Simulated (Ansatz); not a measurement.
Relaxation of Al9P9H24, a nanocrystal cut from wurtzite AlP (hydrogen-capped) with RKS PBE-D4/def2-SVP.

```sh
$ ansatz run in.yaml --threads 2 --pin off --events-out ev --progress --plain --max-ram 32768MiB --backend cuda --devices 0, --max-vram 18GiB
```

```yaml
crystal:
  periodic: [false, false, false]
  atoms:
    - {symbol: Al, position_ang: [0.002240, -4.662610, -1.492510]}
    - {symbol: P, position_ang: [-0.000890, -4.385650, 0.943940]}
    - {symbol: P, position_ang: [-0.001980, -2.286370, -1.848990]}
    - {symbol: Al, position_ang: [-1.997320, -1.153180, -1.134710]}
    - {symbol: Al, position_ang: [-0.001310, -2.341640, 2.216100]}
    - {symbol: P, position_ang: [-1.789040, -1.033320, 1.314310]}
    - {symbol: P, position_ang: [-1.973990, 1.140980, -1.849770]}
    - {symbol: Al, position_ang: [-4.032700, 2.330650, -1.499640]}
    - {symbol: Al, position_ang: [-2.027640, 1.170960, 2.212500]}
    - {symbol: P, position_ang: [-3.793780, 2.193280, 0.936210]}
    - {symbol: Al, position_ang: [1.993250, -1.154250, -1.133720]}
    - {symbol: P, position_ang: [1.787190, -1.032910, 1.314490]}
    - {symbol: P, position_ang: [1.977950, 1.141140, -1.847910]}
    - {symbol: Al, position_ang: [0.002060, 2.306040, -1.135230]}
    - {symbol: Al, position_ang: [2.027620, 1.171080, 2.212590]}
    - {symbol: P, position_ang: [-0.000200, 2.066940, 1.313610]}
    - {symbol: Al, position_ang: [4.035280, 2.331200, -1.499200]}
    - {symbol: P, position_ang: [3.795890, 2.191360, 0.935930]}
    - {symbol: H, position_ang: [-1.355450, -5.318880, -1.854070]}
    - {symbol: H, position_ang: [1.361200, -5.316540, -1.854320]}
    - {symbol: H, position_ang: [-1.024330, -5.137700, 1.499160]}
    - {symbol: H, position_ang: [1.006460, -5.152540, 1.508420]}
    - {symbol: H, position_ang: [-0.002650, -2.042430, -3.226840]}
    - {symbol: H, position_ang: [-3.319570, -1.910650, -1.386780]}
    - {symbol: H, position_ang: [0.000700, -2.631890, 3.724680]}
    - {symbol: H, position_ang: [-2.967870, -1.712140, 1.630750]}
    - {symbol: H, position_ang: [-1.761910, 1.017540, -3.226060]}
    - {symbol: H, position_ang: [-5.278960, 1.480010, -1.856690]}
    - {symbol: H, position_ang: [-3.924320, 3.834670, -1.864310]}
    - {symbol: H, position_ang: [-2.281240, 1.319140, 3.720380]}
    - {symbol: H, position_ang: [-4.961400, 1.699500, 1.496040]}
    - {symbol: H, position_ang: [-3.941370, 3.454610, 1.491530]}
    - {symbol: H, position_ang: [3.313760, -1.911890, -1.389480]}
    - {symbol: H, position_ang: [2.966370, -1.711680, 1.628410]}
    - {symbol: H, position_ang: [1.764210, 1.018750, -3.223730]}
    - {symbol: H, position_ang: [0.001510, 3.830040, -1.388880]}
    - {symbol: H, position_ang: [2.283390, 1.319170, 3.720300]}
    - {symbol: H, position_ang: [-0.000730, 3.427180, 1.630200]}
    - {symbol: H, position_ang: [5.281450, 1.483400, -1.862180]}
    - {symbol: H, position_ang: [3.920600, 3.834770, -1.860760]}
    - {symbol: H, position_ang: [4.962450, 1.685200, 1.488320]}
    - {symbol: H, position_ang: [3.955070, 3.448650, 1.497920]}
basis:
  gaussian: {orbitals: def2-SVP, fitting: {mean_field: def2-universal-jkfit}}
hamiltonian: {xc: pbe, dispersion: d4}
scf: {lower_state_search: "off"}
output: {orbitals: {seedname: orbitals}}
relax: {f_tol: 0.03, max_steps: 70}
```

Run time 35 s (2 threads of AMD EPYC 7R13 on a shared host and a share (18 GiB) of an NVIDIA H100 80GB HBM3).

Positions (Å) and forces (eV/Å) at steps 1, 2, 3, 4, 7 of 7:

```xyz
42
step=1 energy=-143259.3568 eV
Al    0.002   -4.663   -1.493    0.000    0.425    0.248
P    -0.001   -4.386    0.944    0.005    0.805   -0.566
P    -0.002   -2.286   -1.849   -0.002    0.350    0.591
Al   -1.997   -1.153   -1.135    0.639    0.367    0.434
Al   -0.001   -2.342    2.216    0.010    0.376   -0.746
P    -1.789   -1.033    1.314    0.460    0.266   -0.493
P    -1.974    1.141   -1.850    0.286   -0.166    0.612
Al   -4.033    2.331   -1.500    0.374   -0.212    0.247
Al   -2.028    1.171    2.212    0.329   -0.186   -0.743
P    -3.794    2.193    0.936    0.696   -0.398   -0.565
Al    1.993   -1.154   -1.134   -0.640    0.384    0.428
P     1.787   -1.033    1.314   -0.468    0.268   -0.491
P     1.978    1.141   -1.848   -0.298   -0.178    0.614
Al    0.002    2.306   -1.135   -0.002   -0.726    0.435
Al    2.028    1.171    2.213   -0.327   -0.182   -0.744
P     0.000    2.067    1.314    0.003   -0.536   -0.492
Al    4.035    2.331   -1.499   -0.377   -0.211    0.249
P     3.796    2.191    0.936   -0.685   -0.397   -0.553
H    -1.355   -5.319   -1.854   -0.657   -0.246   -0.169
H     1.361   -5.317   -1.854    0.656   -0.242   -0.167
H    -1.024   -5.138    1.499   -0.906   -0.465    0.354
H     1.006   -5.153    1.508    0.896   -0.471    0.363
H    -0.003   -2.042   -3.227    0.002    0.067   -0.791
H    -3.320   -1.911   -1.387   -0.633   -0.366   -0.232
H     0.001   -2.632    3.725   -0.001   -0.132    0.852
H    -2.968   -1.712    1.631   -0.673   -0.388    0.325
H    -1.762    1.018   -3.226    0.066   -0.038   -0.822
H    -5.279    1.480   -1.857   -0.543   -0.450   -0.172
H    -3.924    3.835   -1.864    0.118    0.681   -0.167
H    -2.281    1.319    3.720   -0.116    0.066    0.852
H    -4.961    1.700    1.496   -0.865   -0.546    0.362
H    -3.941    3.455    1.492    0.050    1.017    0.362
H     3.314   -1.912   -1.389    0.643   -0.375   -0.232
H     2.966   -1.712    1.628    0.678   -0.393    0.328
H     1.764    1.019   -3.224   -0.067   -0.039   -0.831
H     0.002    3.830   -1.389   -0.001    0.725   -0.231
H     2.283    1.319    3.720    0.115    0.066    0.849
H    -0.001    3.427    1.630    0.000    0.776    0.326
H     5.281    1.483   -1.862    0.547   -0.449   -0.171
H     3.921    3.835   -1.861   -0.118    0.692   -0.170
H     4.962    1.685    1.488    0.848   -0.549    0.357
H     3.955    3.449    1.498   -0.041    1.009    0.361
42
step=2 energy=-143259.9217 eV
Al    0.001   -4.566   -1.488    0.004    0.133    0.004
P    -0.004   -4.359    0.980    0.006    0.383   -0.218
P    -0.001   -2.186   -1.928    0.000   -0.176    0.505
Al   -2.017   -1.164   -1.134    0.117    0.066   -0.076
Al    0.000   -2.284    2.228   -0.003   -0.017   -0.277
P    -1.846   -1.065    1.303    0.188    0.114   -0.144
P    -1.890    1.092   -1.932   -0.156    0.088    0.526
Al   -3.952    2.279   -1.493    0.118   -0.055   -0.001
Al   -1.980    1.145    2.225   -0.018    0.001   -0.275
P    -3.774    2.183    0.975    0.334   -0.195   -0.218
Al    2.016   -1.165   -1.134   -0.119    0.068   -0.076
P     1.847   -1.065    1.302   -0.189    0.106   -0.138
P     1.891    1.092   -1.933    0.157    0.083    0.529
Al    0.001    2.329   -1.136   -0.005   -0.128   -0.075
Al    1.981    1.145    2.224    0.017    0.008   -0.273
P     0.001    2.132    1.301    0.001   -0.217   -0.143
Al    3.951    2.282   -1.493   -0.110   -0.065   -0.001
P     3.779    2.178    0.975   -0.339   -0.189   -0.212
H    -1.404   -5.208   -1.865   -0.140   -0.085   -0.024
H     1.407   -5.204   -1.864    0.139   -0.085   -0.023
H    -1.081   -5.096    1.529   -0.233   -0.189    0.112
H     1.060   -5.106    1.541    0.228   -0.193    0.106
H     0.000   -2.013   -3.341   -0.001    0.063   -0.152
H    -3.359   -1.936   -1.482   -0.112   -0.066   -0.059
H     0.000   -2.562    3.783    0.001    0.040    0.223
H    -3.014   -1.738    1.774   -0.067   -0.040    0.018
H    -1.737    1.003   -3.344    0.053   -0.032   -0.163
H    -5.209    1.381   -1.870   -0.144   -0.079   -0.020
H    -3.805    3.816   -1.874   -0.006    0.161   -0.024
H    -2.222    1.285    3.780    0.035   -0.019    0.224
H    -4.954    1.632    1.530   -0.281   -0.105    0.112
H    -3.876    3.481    1.531   -0.052    0.298    0.102
H     3.356   -1.938   -1.483    0.118   -0.068   -0.061
H     3.014   -1.740    1.773    0.065   -0.036    0.014
H     1.737    1.003   -3.345   -0.053   -0.031   -0.164
H     0.000    3.877   -1.485    0.001    0.128   -0.058
H     2.225    1.285    3.779   -0.036   -0.020    0.223
H     0.000    3.481    1.773    0.001    0.078    0.014
H     5.209    1.387   -1.872    0.146   -0.080   -0.025
H     3.800    3.819   -1.872    0.004    0.165   -0.021
H     4.955    1.615    1.529    0.279   -0.105    0.103
H     3.892    3.474    1.534    0.051    0.292    0.105
42
step=3 energy=-143259.8269 eV rejected
Al    0.001   -4.572   -1.430    0.000   -0.895   -0.516
P    -0.004   -4.366    1.015   -0.001   -0.058    0.128
P    -0.001   -2.221   -1.852    0.001    0.127   -0.102
Al   -2.038   -1.177   -1.162   -0.039   -0.023   -0.053
Al    0.000   -2.262    2.195    0.001    0.062    0.156
P    -1.834   -1.057    1.242   -0.066   -0.038    0.021
P    -1.922    1.109   -1.854    0.110   -0.063   -0.104
Al   -3.958    2.284   -1.435   -0.770    0.440   -0.509
Al   -1.961    1.134    2.193    0.055   -0.029    0.156
P    -3.780    2.186    1.010   -0.050    0.029    0.127
Al    2.037   -1.178   -1.163    0.039   -0.022   -0.051
P     1.834   -1.059    1.242    0.065   -0.038    0.020
P     1.922    1.108   -1.854   -0.110   -0.062   -0.104
Al    0.000    2.353   -1.164    0.001    0.043   -0.052
Al    1.961    1.133    2.193   -0.055   -0.031    0.155
P     0.001    2.119    1.241    0.000    0.074    0.021
Al    3.958    2.285   -1.435    0.771    0.448   -0.513
P     3.783    2.181    1.010    0.051    0.028    0.128
H    -1.348   -5.374   -1.893    0.116    0.380    0.228
H     1.353   -5.371   -1.889   -0.116    0.380    0.228
H    -1.095   -5.115    1.562    0.052    0.000    0.000
H     1.078   -5.125    1.568   -0.052    0.001   -0.001
H     0.000   -2.072   -3.280    0.000   -0.021    0.021
H    -3.378   -1.950   -1.576    0.062    0.035    0.000
H     0.000   -2.385    3.796    0.000   -0.018   -0.126
H    -2.999   -1.730    1.737   -0.004   -0.003    0.017
H    -1.791    1.033   -3.282   -0.018    0.011    0.022
H    -5.326    1.511   -1.893    0.384   -0.087    0.224
H    -3.976    3.853   -1.900    0.269   -0.287    0.226
H    -2.068    1.197    3.793   -0.016    0.008   -0.127
H    -4.978    1.627    1.561    0.027    0.045   -0.001
H    -3.886    3.506    1.556   -0.026   -0.045    0.000
H     3.377   -1.951   -1.577   -0.062    0.036    0.000
H     2.999   -1.731    1.736    0.005   -0.003    0.017
H     1.792    1.033   -3.282    0.018    0.010    0.022
H     0.000    3.900   -1.579    0.000   -0.071    0.000
H     2.069    1.195    3.794    0.016    0.009   -0.127
H     0.001    3.464    1.734    0.000    0.006    0.017
H     5.326    1.517   -1.899   -0.386   -0.089    0.227
H     3.973    3.856   -1.894   -0.270   -0.291    0.226
H     4.979    1.612    1.556   -0.026    0.045    0.000
H     3.899    3.498    1.561    0.025   -0.045   -0.001
42
step=4 energy=-143260.0282 eV
Al    0.001   -4.595   -1.471   -0.002   -0.064   -0.036
P    -0.004   -4.372    0.991    0.002    0.013   -0.002
P    -0.001   -2.218   -1.875    0.000    0.038    0.052
Al   -2.030   -1.172   -1.156    0.011    0.006   -0.042
Al    0.000   -2.276    2.199    0.002    0.002    0.024
P    -1.836   -1.059    1.260   -0.041   -0.023    0.008
P    -1.918    1.108   -1.877    0.031   -0.018    0.055
Al   -3.978    2.296   -1.477   -0.056    0.029   -0.036
Al   -1.972    1.140    2.197    0.003    0.002    0.025
P    -3.785    2.189    0.986    0.012   -0.005   -0.002
Al    2.030   -1.173   -1.157   -0.012    0.008   -0.042
P     1.836   -1.060    1.259    0.041   -0.023    0.008
P     1.919    1.107   -1.877   -0.030   -0.018    0.055
Al    0.000    2.345   -1.158    0.001   -0.014   -0.042
Al    1.973    1.140    2.197   -0.001   -0.001    0.024
P     0.001    2.121    1.258    0.001    0.046    0.007
Al    3.977    2.297   -1.477    0.054    0.032   -0.035
P     3.789    2.184    0.986   -0.010   -0.006   -0.002
H    -1.417   -5.247   -1.846    0.042    0.008    0.007
H     1.422   -5.244   -1.843   -0.041    0.009    0.009
H    -1.090   -5.126    1.536   -0.003   -0.012    0.024
H     1.071   -5.138    1.542    0.001   -0.009    0.025
H    -0.001   -2.032   -3.296    0.000   -0.011   -0.013
H    -3.374   -1.946   -1.544    0.019    0.010   -0.020
H     0.000   -2.476    3.785    0.000    0.029   -0.030
H    -3.003   -1.733    1.752    0.017    0.010   -0.008
H    -1.756    1.013   -3.298   -0.009    0.005   -0.015
H    -5.250    1.389   -1.848    0.028    0.032    0.007
H    -3.833    3.850   -1.854   -0.013   -0.040    0.008
H    -2.147    1.242    3.783    0.025   -0.015   -0.030
H    -4.985    1.637    1.536   -0.012    0.004    0.024
H    -3.900    3.507    1.530   -0.007    0.005    0.026
H     3.372   -1.948   -1.545   -0.018    0.010   -0.020
H     3.003   -1.733    1.751   -0.019    0.010   -0.008
H     1.756    1.013   -3.298    0.008    0.005   -0.015
H     0.000    3.895   -1.547    0.000   -0.022   -0.020
H     2.148    1.241    3.783   -0.026   -0.015   -0.030
H     0.001    3.469    1.750    0.000   -0.020   -0.007
H     5.251    1.394   -1.853   -0.028    0.032    0.007
H     3.829    3.852   -1.849    0.014   -0.040    0.008
H     4.986    1.622    1.530    0.010    0.004    0.025
H     3.913    3.499    1.535    0.008    0.006    0.024
42
step=7 energy=-143260.0493 eV
Al    0.001   -4.617   -1.420    0.000   -0.005    0.003
P    -0.004   -4.379    1.045    0.000    0.007    0.002
P    -0.001   -2.241   -1.884    0.000   -0.006   -0.005
Al   -2.035   -1.175   -1.223    0.003    0.002   -0.001
Al   -0.001   -2.241    2.168    0.000    0.004    0.001
P    -1.848   -1.065    1.195    0.003    0.002   -0.001
P    -1.940    1.119   -1.886   -0.005    0.003   -0.005
Al   -3.998    2.307   -1.424   -0.004    0.002    0.003
Al   -1.941    1.124    2.165    0.003   -0.002    0.001
P    -3.791    2.193    1.040    0.006   -0.004    0.002
Al    2.034   -1.176   -1.223   -0.003    0.002   -0.001
P     1.847   -1.067    1.194   -0.003    0.002   -0.002
P     1.940    1.118   -1.887    0.005    0.003   -0.005
Al    0.001    2.349   -1.226    0.000   -0.003   -0.001
Al    1.942    1.122    2.165   -0.003   -0.002    0.001
P     0.001    2.134    1.192    0.000   -0.004   -0.002
Al    3.997    2.308   -1.424    0.004    0.002    0.003
P     3.795    2.187    1.040   -0.006   -0.004    0.002
H    -1.413   -5.273   -1.793    0.002    0.000    0.001
H     1.418   -5.269   -1.786   -0.002    0.000    0.001
H    -1.088   -5.120    1.613   -0.001   -0.001    0.001
H     1.072   -5.127    1.618    0.001   -0.001    0.001
H    -0.001   -2.139   -3.315    0.000    0.002   -0.002
H    -3.366   -1.944   -1.657   -0.002   -0.001   -0.001
H    -0.001   -2.344    3.761    0.000    0.001   -0.001
H    -3.006   -1.733    1.711    0.000    0.000    0.000
H    -1.851    1.066   -3.317    0.002   -0.001   -0.002
H    -5.272    1.406   -1.792    0.002    0.002    0.001
H    -3.858    3.859   -1.798   -0.001   -0.002    0.001
H    -2.031    1.177    3.758    0.001    0.000   -0.001
H    -4.977    1.634    1.613   -0.001    0.000    0.001
H    -3.893    3.502    1.609   -0.001    0.001    0.001
H     3.365   -1.945   -1.658    0.003   -0.001   -0.001
H     3.005   -1.736    1.710    0.000    0.000    0.000
H     1.851    1.066   -3.317   -0.002   -0.001   -0.002
H     0.001    3.885   -1.662    0.000    0.003   -0.001
H     2.032    1.175    3.758   -0.001    0.000   -0.001
H     0.002    3.472    1.707    0.000    0.000    0.000
H     5.272    1.411   -1.798   -0.002    0.002    0.001
H     3.853    3.861   -1.792    0.001   -0.002    0.001
H     4.979    1.620    1.609    0.001    0.000    0.001
H     3.905    3.494    1.612    0.001    0.001    0.001
```

Single mean-field runs in def2-SVP are fitted with def2-universal-jkfit.
